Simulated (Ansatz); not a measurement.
One change: `Br[Si]Br` becomes `F[Si]Br`.

Ansatz, PBE0-D4/def2-TZVP geometries, multiplicity 1. 

Scalar relativity is left out up to krypton.

```tsv
property	`Br[Si]Br`
size of the dipole moment (PBE/def2-TZVPP) / D	0.72
ideal-gas entropy at 298 K and 1 bar (rigid rotor, harmonic PBE0-D4/def2-TZVP) / J/(mol·K)	305
HOMO–LUMO gap (B3LYP/def2-TZVPP) / eV	4.13
LUMO energy (PBE/def2-TZVPP) / eV	-3.79
LUMO energy (PBE0/def2-TZVPP) / eV	-3.08
HOMO energy (ωB97M-V/def2-TZVPP) / eV	-9.55
```

Task: What does the change do to each property? (An estimate is asked.)

Result: Computed: 
```
                                                                                  property  `F[Si]Br`  shift
                                            size of the dipole moment (PBE/def2-TZVPP) / D       0.98   0.26
ideal-gas entropy at 298 K and 1 bar (rigid rotor, harmonic PBE0-D4/def2-TZVP) / J/(mol·K)        287    -18
                                                     HOMO–LUMO gap (B3LYP/def2-TZVPP) / eV       4.81   0.68
                                                         LUMO energy (PBE/def2-TZVPP) / eV      -3.43   0.36
                                                        LUMO energy (PBE0/def2-TZVPP) / eV      -2.66   0.42
                                                     HOMO energy (ωB97M-V/def2-TZVPP) / eV      -9.88  -0.33
```

With PBE0 the HOMO falls by 0.30 eV and the LUMO rises by 0.42 eV, so the gap widens by about 0.72 eV. PBE moves the HOMO by -0.24 eV and ωB97M-V by -0.33 eV. Dipoles are sizes alone; their direction can turn.

B3LYP here is the variant with VWN-RPA as its local correlation; programs differ in this.

Spin–orbit coupling is left out; it splits and shifts lone-pair levels of the heavy atoms by tenths of an eV.
